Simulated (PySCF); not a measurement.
C2H9B2N.
SMILES with atom numbers: `[BH2:1][B:2]([CH3:3])[NH:4][CH3:5]` (hydrogens: H6, H7 on B1; H8, H9, H10 on C3; H11 on N4; H12, H13, H14 on C5)

Computed by this run: PBE0-D3(BJ)/def2-SVP geometry optimisation, gas phase in PySCF 2.14.0; density fitting, grid level 1; the optimiser is geomeTRIC in internal coordinates, started from a GFN2-xTB structure with every atom displaced at random (about 0.01 Å).

Step 0: E = -5053.4266 eV
```
atom  x, y, z in Å  |  force x, y, z in eV/Å
B1     -1.8169    1.2476   -0.0374   -0.628   0.685  -0.261
B2     -0.5434    0.2831    0.2122    2.076  -0.854   0.281
C3     -0.8582   -1.2816    0.4002    0.997   0.480   0.708
N4      0.8185    0.7124    0.2730   -2.010  -0.593  -0.207
C5      1.9846   -0.0723    0.4800    0.093   0.701   0.616
H6     -2.2787    1.4853   -1.1138   -0.124  -0.032  -0.494
H7     -2.4411    1.7514    0.8396   -0.314   0.184   0.574
H8     -0.3330   -1.8672   -0.3632   -0.004  -0.160  -0.198
H9     -0.4792   -1.6315    1.3935   -0.141   0.178  -0.415
H10    -1.9046   -1.5136    0.3741   -0.966  -0.332  -0.141
H11     0.9921    1.6852    0.1627    0.264   0.865  -0.106
H12     2.6745    0.0258   -0.3519    0.498  -0.127  -0.447
H13     1.7018   -1.1036    0.6060    0.018  -0.749   0.074
H14     2.4959    0.2756    1.3943    0.241  -0.247   0.017
```

Step 1: E = -5053.5628 eV
```
atom  x, y, z in Å  |  force x, y, z in eV/Å
B1     -1.8531    1.2797   -0.0584    0.300  -0.252   0.033
B2     -0.5084    0.2642    0.2062   -0.391   0.348   0.061
C3     -0.8499   -1.2819    0.3747   -0.131  -0.110   0.018
N4      0.8077    0.7303    0.3212    0.179   0.054  -0.142
C5      2.0017   -0.0516    0.5323   -0.023  -0.095  -0.123
H6     -2.3749    1.4059   -1.1443   -0.022   0.023  -0.077
H7     -2.4262    1.8316    0.8567   -0.042   0.022   0.047
H8     -0.4369   -1.8563   -0.4734   -0.031   0.007  -0.021
H9     -0.4026   -1.7031    1.2881    0.065  -0.011   0.084
H10    -1.9309   -1.5077    0.4245    0.137   0.067  -0.071
H11     1.0000    1.7170    0.1691   -0.068  -0.163   0.080
H12     2.6589   -0.0590   -0.3586   -0.040  -0.002   0.074
H13     1.7299   -1.0949    0.7507    0.049   0.075  -0.015
H14     2.5970    0.3223    1.3804    0.017   0.036   0.053
```

Step 2: E = -5053.5693 eV
```
atom  x, y, z in Å  |  force x, y, z in eV/Å
B1     -1.8442    1.2753   -0.0591    0.074  -0.068   0.019
B2     -0.5201    0.2594    0.2172   -0.030   0.049   0.061
C3     -0.8705   -1.2869    0.3822    0.002  -0.068   0.043
N4      0.8044    0.7088    0.3241    0.097   0.099  -0.125
C5      2.0180   -0.0450    0.5242   -0.094  -0.069   0.017
H6     -2.3505    1.4087   -1.1551    0.007   0.007  -0.005
H7     -2.4266    1.8318    0.8508   -0.024  -0.004  -0.006
H8     -0.4633   -1.8598   -0.4697   -0.005   0.010  -0.006
H9     -0.4262   -1.7134    1.2985    0.005   0.025  -0.016
H10    -1.9507   -1.4980    0.4206    0.008   0.004  -0.016
H11     0.9847    1.6961    0.1884   -0.020   0.024   0.024
H12     2.6732   -0.0281   -0.3651   -0.015   0.011   0.003
H13     1.7802   -1.0952    0.7371   -0.002  -0.018   0.004
H14     2.6038    0.3428    1.3751   -0.006  -0.002   0.004
```

**Question.** Estimate the geometry and energy of step 3. (The exact step hangs on the optimiser's Hessian estimate; all steps are aligned on step 2, rigid shifts and turns removed.)

**Answer.** E = -5053.5702 eV, largest force 0.263 eV/Å
```
atom  x, y, z in Å  |  force x, y, z in eV/Å
B1     -1.8437    1.2688   -0.0581   -0.147   0.081   0.000
B2     -0.5183    0.2793    0.2280    0.141  -0.018   0.025
C3     -0.8455   -1.2743    0.3925    0.072   0.004   0.031
N4      0.8057    0.7350    0.3212   -0.095  -0.239  -0.054
C5      1.9918   -0.0608    0.5149    0.071   0.144   0.113
H6     -2.3336    1.3961   -1.1650    0.021   0.005   0.046
H7     -2.4516    1.8150    0.8439   -0.003  -0.019  -0.047
H8     -0.4337   -1.8373   -0.4637    0.016   0.005   0.007
H9     -0.3911   -1.6935    1.3092   -0.053   0.032  -0.069
H10    -1.9206   -1.4960    0.4248   -0.090  -0.038   0.030
H11     0.9940    1.7207    0.2032    0.051   0.089  -0.008
H12     2.6493   -0.0528   -0.3704    0.037   0.009  -0.045
H13     1.7242   -1.1049    0.7154   -0.030  -0.019   0.003
H14     2.5855    0.3011    1.3734    0.009  -0.035  -0.031
```

The energy changes by -0.0009 eV. The first-order estimate −F·Δx gives -0.0109 eV and the mean of the old and new forces, exact on a quadratic surface, -0.0013 eV. The step makes an angle of 72° with the force vector and moves no atom by more than 0.061 Å.

The cost below is that of the whole optimisation. Time: 30 s of wall time; peak memory 0.47 GiB. Hardware: an Arm Neoverse V2 with one thread (shared host).
